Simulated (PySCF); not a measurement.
## How the method changes the constants of BeTl

State: ²Π (doublet), unpaired electrons π ↑. Set-up: PySCF, scalar-relativistic core potentials, basis sets Be def2-SVP, Tl def2-SVP with ECP60. De refers to Be + Tl in their high-spin ground configurations, without counterpoise correction. The functionals are run spin-unrestricted. A positive dipole means Be(−)Tl(+). Levels whose curve was spin-contaminated or gave no clean fit are not listed.

| Level | Re (Å) | ωe (cm⁻¹) | De (eV) | μ (D) |
| --- | --- | --- | --- | --- |
| UHF-MP2 | 2.664 | 268 | 0.243 | n/a |
| UHF-CCSD | 2.888 | 143 | 0.097 | n/a |
| UHF-CCSD(T) | 2.782 | 193 | 0.160 | n/a |
| LDA | 2.539 | 340 | 1.06 | 0.35 |
| PBE | 2.610 | 307 | 0.77 | 0.80 |
| r²SCAN | 2.581 | 323 | 0.75 | 0.60 |
| PBE0 | 2.612 | 304 | 0.63 | 0.66 |

The bond length runs from 2.539 Å (LDA) to 2.888 Å (UHF-CCSD). De spans 0.10 eV (UHF-CCSD, coupled cluster) to 1.06 eV (LDA, local density).

Correlated steps freeze 4 core orbitals. Correlated levels converge slowly with the basis: in double zeta they bind strong bonds too weakly, by up to about 1 eV, and carry superposition errors of some tenths. Spin–orbit coupling is left out, which matters for elements this heavy, above all for dissociation energies. The state was picked by a PBE0 search and need not be the measured ground state.
